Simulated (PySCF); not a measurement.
Geometry (Å), atoms numbered from 1 in this order:
```xyz
21

C     4.1051    0.8804   -0.5354
C     2.9681    0.8573   -0.1171
C     1.5918    0.8148    0.3616
C     0.6853   -0.1344   -0.4405
C     1.1563   -1.5872   -0.3931
B    -0.8191    0.0110   -0.0131
O    -1.3046    1.0450    0.7395
C    -2.7012    0.8685    0.9044
C    -3.0279   -0.4425    0.1568
O    -1.7893   -0.8814   -0.3722
H     5.1143    0.9100   -0.9017
H     1.1723    1.8341    0.3430
H     1.5919    0.5160    1.4249
H     0.7171    0.1963   -1.4975
H     2.1864   -1.6839   -0.7692
H     0.5038   -2.2342   -0.9972
H     1.1423   -1.9760    0.6385
H    -2.9391    0.8145    1.9787
H    -3.2322    1.7380    0.4848
H    -3.7462   -0.2920   -0.6650
H    -3.4372   -1.2183    0.8237
```

Geometry: PBE0-D3(BJ)/def2-SVP; GIAO absolute shieldings from PySCF, gas phase, non-relativistic, averaged over equivalent atoms.

At PBE0/pcSseg-1 (225 basis functions, 41 s wall time on 1 thread of an Arm Neoverse V2, shared host):
| atoms | σ (ppm) |
| --- | --- |
| C2 | 95.9 |
| C1 | 110.1 |
| C8/C9 | 116.2 |
| C3 | 162.0 |
| C4 | 165.5 |
| C5 | 169.1 |
| B6 | 66.7 |
| O7/O10 | 206.7 |
| H19/H21 | 27.14 |
| H18/H20 | 27.14 |
| H12 | 28.62 |
| H13 | 29.43 |
| H11 | 29.48 |
| H15/H16/H17 | 30.10 |
| H14 | 30.34 |

Problem. What do these become at B3LYP/pcSseg-1?

Solution. 
```json
{"atoms": "C2", "σ at B3LYP/pcSseg-1": "91.6", "change": "-4.3"}
{"atoms": "C1", "σ at B3LYP/pcSseg-1": "107.7", "change": "-2.4"}
{"atoms": "C8/C9", "σ at B3LYP/pcSseg-1": "109.7", "change": "-6.5"}
{"atoms": "C3", "σ at B3LYP/pcSseg-1": "155.9", "change": "-6.1"}
{"atoms": "C4", "σ at B3LYP/pcSseg-1": "158.9", "change": "-6.6"}
{"atoms": "C5", "σ at B3LYP/pcSseg-1": "163.3", "change": "-5.8"}
{"atoms": "B6", "σ at B3LYP/pcSseg-1": "63.3", "change": "-3.4"}
{"atoms": "O7/O10", "σ at B3LYP/pcSseg-1": "202.2", "change": "-4.5"}
{"atoms": "H19/H21", "σ at B3LYP/pcSseg-1": "27.23", "change": "+0.09"}
{"atoms": "H18/H20", "σ at B3LYP/pcSseg-1": "27.24", "change": "+0.10"}
{"atoms": "H12", "σ at B3LYP/pcSseg-1": "28.73", "change": "+0.11"}
{"atoms": "H13", "σ at B3LYP/pcSseg-1": "29.55", "change": "+0.12"}
{"atoms": "H11", "σ at B3LYP/pcSseg-1": "29.69", "change": "+0.21"}
{"atoms": "H15/H16/H17", "σ at B3LYP/pcSseg-1": "30.20", "change": "+0.10"}
{"atoms": "H14", "σ at B3LYP/pcSseg-1": "30.49", "change": "+0.15"}
```

The largest change is at C4 (sp3 CH bonded to B). Cost: 225 basis functions, 40 s wall time on 1 thread of an Arm Neoverse V2, shared host. The order of the carbon signals is the same at both levels.

A carbon bonded to boron is broadened by the quadrupolar boron nucleus and is often missing from a measured spectrum.
